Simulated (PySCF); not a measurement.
## MoOCl4, singlet: data card

All numbers come from PySCF, B3LYP, basis Mo def2-SVP with ECP28, O def2-SVP, Cl def2-SVP (scalar-relativistic core potentials, no spin–orbit coupling, density fitting).

The structure is a minimum.

```xyz
6
charge 0 multiplicity 1, angstrom
Mo    0.0000    0.0000    0.1997
O     0.0000    0.0000    1.8480
Cl    2.2458    0.0000   -0.3513
Cl    0.0000    2.2458   -0.3513
Cl   -2.2458    0.0000   -0.3513
Cl    0.0000   -2.2458   -0.3513
```

- Point group: C4v
- Bond lengths: Mo–Cl 2.312 Å (×4), Mo–O 1.648 Å
- Bond angles: Cl–Mo–Cl 86.7° (×4), Cl–Mo–Cl 152.4° (×2), Cl–Mo–O 103.8° (×4)
- Principal polarisabilities: 58.0, 105.9, 105.9 bohr³
- Entropy at 298.15 K and 1 bar: 386.9 J/(mol K)
- Lowest empty level: -5.83 eV
- Heat capacity Cp at 298.15 K: 114.3 J/(mol K)
- Principal quadrupole moments (Buckingham, traceless) about the centre of mass: -0.41, -0.41, 0.81 D Å
- Atomisation energy without zero-point energy: 1922 kJ/mol
- Rotational constants: 0.03934, 0.03934, 0.0239 cm⁻¹
- Rotational symmetry number: 4
- Highest occupied level: -8.59 eV
- Zero-point energy: 22.9 kJ/mol
- Enthalpy at 298.15 K above 0 K: 24.61 kJ/mol
- Dipole moment: 0.35 D

Harmonic modes (masses in u: Mo 97.905, O 15.995, Cl 34.969):
```
symmetry  ω (cm⁻¹)  IR (km/mol, summed over degenerate members)     type
      b1        41                                          0.0     bend
       e       155                                         23.5     bend
      a1       175                                          1.1     bend
      b2       219                                          0.0     bend
       e       259                                          2.1     bend
      b1       301                                          0.0  stretch
      a1       381                                          4.5  stretch
       e       399                                          284  stretch
      a1      1079                                         96.5  stretch
```

In C4v the vibrations span 2b1 + 3e + 3a1 + b2. The b1, b2 modes carry no infrared intensity, as symmetry demands.

Charges (e):
| atom | Mulliken | Löwdin | polar tensor | Mayer order to Mo1 |
| --- | --- | --- | --- | --- |
| Mo1 | 0.54 | -0.78 | 2.45 | – |
| O2 | -0.19 | 0.02 | -0.50 | 2.23 |
| Cl3,4,5,6 | -0.09 | 0.19 | -0.49 | 1.25 |

Mulliken populations on Mo1 (electrons outside its core potential): s 2.41, p 6.81, d 4.16, f 0.08.

Outer orbital energies (eV). occupied: -10.85, -10.18, -9.59, -9.59, -9.28, -9.25, -9.25, -8.59; empty: -5.83, -4.09, -4.09, -2.84.

Formally Mo is in oxidation state +6, d0. The polar-tensor charge on Mo, 2.45, is far below the formal one.

Other isomers or separated fragments may lie lower.

The final relaxation and frequency run took of the order of 5 core-minutes on a shared host.
